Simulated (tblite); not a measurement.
Compound: C₄H₃BrP₂.
Atom-mapped SMILES: `[Br:1][c:2]1[cH:3][cH:4][p:5][cH:6][p:7]1` (hydrogens: H8 on C3; H9 on C4; H10 on C6)

Computed with GFN2-xTB (tblite), gas phase: L-BFGS steps from a force-field or distance-geometry start until the largest atomic force falls under 0.01 eV/Å.

Step 15: E = -521.0764 eV
```
atom  x, y, z in Å  |  force x, y, z in eV/Å
Br1    -2.2921   -2.1833    0.3246   -0.019  -0.028   0.038
C2     -0.7999   -0.9745    0.2813    0.064   0.050   0.080
C3     -1.0820    0.3724    0.4121    0.030   0.017  -0.234
C4     -0.1658    1.3949    0.2624    0.009  -0.022   0.122
P5      1.5642    1.2751    0.1450    0.017  -0.020  -0.001
C6      1.8376   -0.4361    0.1602   -0.053   0.024  -0.164
P7      0.7416   -1.7707    0.0895    0.022  -0.006   0.084
H8     -2.1159    0.6516    0.5766   -0.033  -0.019  -0.050
H9     -0.5640    2.4048    0.2614    0.074  -0.052   0.085
H10     2.8852   -0.7295    0.0932   -0.111   0.055   0.040
```

Step 16: E = -521.0803 eV
```
atom  x, y, z in Å  |  force x, y, z in eV/Å
Br1    -2.2900   -2.1807    0.3252   -0.047  -0.065   0.043
C2     -0.7976   -0.9756    0.2859    0.024   0.077   0.046
C3     -1.0843    0.3721    0.4073    0.077   0.029  -0.180
C4     -0.1630    1.3919    0.2668   -0.033   0.052   0.088
P5      1.5686    1.2751    0.1454   -0.097   0.022   0.008
C6      1.8336   -0.4344    0.1535    0.021  -0.010  -0.123
P7      0.7432   -1.7721    0.0936   -0.022  -0.011   0.085
H8     -2.1205    0.6518    0.5712    0.047  -0.037  -0.073
H9     -0.5618    2.4033    0.2647    0.092  -0.086   0.090
H10     2.8806   -0.7267    0.0926   -0.063   0.029   0.016
```

Step 17: E = -521.0841 eV
```
atom  x, y, z in Å  |  force x, y, z in eV/Å
Br1    -2.2895   -2.1795    0.3251   -0.042  -0.070   0.052
C2     -0.7946   -0.9757    0.2930   -0.042   0.069  -0.002
C3     -1.0860    0.3726    0.3985    0.087   0.017  -0.079
C4     -0.1603    1.3901    0.2740   -0.062   0.078   0.032
P5      1.5714    1.2754    0.1502   -0.144   0.045   0.003
C6      1.8302   -0.4329    0.1445    0.064  -0.030  -0.068
P7      0.7445   -1.7740    0.1037   -0.042  -0.013   0.073
H8     -2.1245    0.6515    0.5627    0.113  -0.046  -0.109
H9     -0.5587    2.4009    0.2682    0.082  -0.056   0.102
H10     2.8764   -0.7237    0.0863   -0.015   0.005  -0.004
```

Problem. Estimate the geometry and energy of step 18. (The exact step hangs on the optimiser's Hessian estimate; all steps are aligned on step 17, rigid shifts and turns removed.)

Solution. E = -521.0871 eV, largest force 0.191 eV/Å
```
atom  x, y, z in Å  |  force x, y, z in eV/Å
Br1    -2.2903   -2.1795    0.3250   -0.018  -0.053   0.061
C2     -0.7925   -0.9747    0.3010   -0.081   0.011  -0.050
C3     -1.0862    0.3733    0.3909    0.040   0.000   0.006
C4     -0.1589    1.3895    0.2817   -0.050   0.064  -0.018
P5      1.5712    1.2759    0.1557   -0.107   0.039  -0.007
C6      1.8288   -0.4323    0.1362    0.035  -0.023  -0.019
P7      0.7453   -1.7752    0.1152   -0.041  -0.007   0.061
H8     -2.1266    0.6508    0.5506    0.136  -0.042  -0.127
H9     -0.5554    2.3983    0.2726    0.045   0.024   0.113
H10     2.8736   -0.7213    0.0773    0.043  -0.015  -0.021
```

The energy changes by -0.0030 eV. The first-order estimate −F·Δx gives -0.0041 eV and the mean of the old and new forces, exact on a quadratic surface, -0.0030 eV. The step makes an angle of 64° with the force vector and moves no atom by more than 0.012 Å.

The cost below is that of the whole relaxation. Time: 0.32 s. Hardware: Intel Xeon Platinum 8488C, one thread (shared host).
